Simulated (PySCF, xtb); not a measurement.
Si(F)2(NHMe)(OH) (CH5F2NOSi), SMILES CN[Si](O)(F)F.

GFN2-xTB (xtb 6.7.1) at its own geometry gives an orbital gap of 7.47 eV and a dipole moment of 3.71 D.

Coordinates come from a r2SCAN-D4/def2-SVP optimisation. This is a generated structure with no PubChem entry under its InChIKey; it may be hypothetical. One conformer was computed; it need not be the lowest.

Task: What does PBE/def2-TZVP (PySCF) give? (An estimate is asked for; the answer gives what the named calculation found.)

Result: gap 5.63 eV (levels -6.11 and -0.48 eV), dipole 3.45 D.
